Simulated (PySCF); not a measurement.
This script is equivalent to a calculation on Kr⁺ (krypton, charge +1).

```python
from pyscf import gto, scf, dft, mp, cc
import basis_set_exchange as bse
mol = gto.M(atom="Kr 0 0 0", charge=1, spin=1, symmetry="D2h",
            basis=gto.basis.parse(bse.get_basis("x2c-SVPall", elements=["Kr"], fmt="nwchem", header=False)),
            nucmod="G")
mf = dft.UKS(mol, xc="M062X").sfx2c1e()
mf.irrep_nelec = {'Ag': (6, 6), 'B1g': (1, 1), 'B2g': (1, 1), 'B3g': (1, 1), 'B1u': (3, 3), 'B2u': (3, 3), 'B3u': (3, 2)}
mf.kernel()
```

Q: What total energy does it give?

A: -2789.147 hartree (calculated).

Q: Which occupied shell lies highest, and where?

A: 4p β, at -22.087 eV.

Q: What is ⟨S²⟩, and what would a pure spin state give?

A: 0.752, against 0.75.
